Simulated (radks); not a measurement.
Valence configurations of the vanadium ion V3+ (all share [Ar]). Calculated with a radial shooting solver on a logarithmic mesh with Libxc functionals: Dirac Kohn-Sham, PBE, spin-unpolarised, spherical densities, point nucleus; open shells are shared between the two j in proportion to 2j + 1. Order these by energy: 3d1 4p1; 4s2; 3d1 4s1; 3d2; 4p2; 3d1.5 4s0.5; 3d1.5 4p0.5; 3d0.5 4s1 4p0.5.

Answer. From the lowest, in eV above it: 3d2 0.000; 3d1.5 4s0.5 5.054; 3d1.5 4p0.5 8.080; 3d1 4s1 11.135; 3d1 4p1 17.388; 3d0.5 4s1 4p0.5 21.536; 4s2 26.661; 4p2 40.012. NIST lists [Ar] 3d2 as the ground configuration; this level of theory agrees among the configurations tried. The energies are those of spherical spin-averaged densities, not of single terms.
